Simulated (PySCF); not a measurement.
**Core binding energy against partial charge**

Compound: C₆H₄N₂.
SMILES with atom numbers: `[N:1]#[C:2][c:3]1[cH:4][cH:5][cH:6][cH:7][n:8]1`

Geometry (PBE0-D3(BJ)/def2-SVP, Å), atoms numbered from 1 in this order:
```xyz
12
C6H4N2 angstrom
N      3.5583   -0.5350   -0.1046
C      2.4068   -0.4179   -0.0653
C      0.9769   -0.2301   -0.0119
C      0.4593    1.0619    0.1452
C     -0.9234    1.2081    0.1929
C     -1.7196    0.0721    0.0829
C     -1.0958   -1.1684   -0.0712
N      0.2204   -1.3242   -0.1190
H      1.1313    1.9175    0.2266
H     -1.3707    2.1970    0.3143
H     -2.8087    0.1394    0.1153
H     -1.6949   -2.0812   -0.1600
```

Binding energies: PySCF, delta-SCF UKS SCAN, pcX-2 on the ionised atom, pcseg-1 elsewhere, spin-free X2C. Charges: PBE0/pcSseg-1 ground-state density, for the ionised atom.

```
atom                          environment  C 1s (eV)  Mulliken (e)  IAO (e)  Hirshfeld (e)  ESP (e)
  C6                   aromatic CH carbon     291.25        -0.171   -0.163         -0.036   -0.541
  C4                   aromatic CH carbon     291.38        -0.049   -0.154         -0.033   -0.631
  C5                   aromatic CH carbon     291.62        -0.009   -0.115         -0.020   +0.281
  C7  aromatic CH next to a ring nitrogen     291.98        +0.149   -0.001         +0.030   +0.451
  C2                       nitrile carbon     292.21        +0.157   +0.139         +0.076   +0.164
  C3          substituted aromatic carbon     292.81        +0.097   +0.091         +0.071   +0.695
```

Question: Give the correlation coefficient and slope of binding energy on charge for each scheme.

Answer: Hirshfeld: r = 0.93, slope 10.5 eV per e; IAO: r = 0.90, slope 4.0 eV per e; ESP: r = 0.85, slope 0.9 eV per e; Mulliken: r = 0.78, slope 3.5 eV per e. Hirshfeld charges have the highest r, on only 6 points.

Question: The point-charge model writes a binding energy as kq + V + constant, with V the potential of the other atoms' charges at the site. What does it give with the ESP charges?

Answer: V = Σ 14.40 eV Å × q/r over all other atoms: +7.94 eV at C6, +9.71 eV at C4, -4.53 eV at C5, -6.93 eV at C7, -2.03 eV at C2, -9.24 eV at C3. Fitting binding energy − V to q gives k = 15.5 eV per e and leaves an rms residual of 0.21 eV, against 0.28 eV for the fit on q alone. The model has no term for differences in relaxation between sites.

Spin contamination (⟨S²⟩ against 0.75 for a pure doublet) is marked for C 1s of C5 (0.85) and C 1s of C2 (0.86), which makes these values less certain. Geometry: PBE0-D3(BJ)/def2-SVP; no solvent, vibrations or thermal averaging.
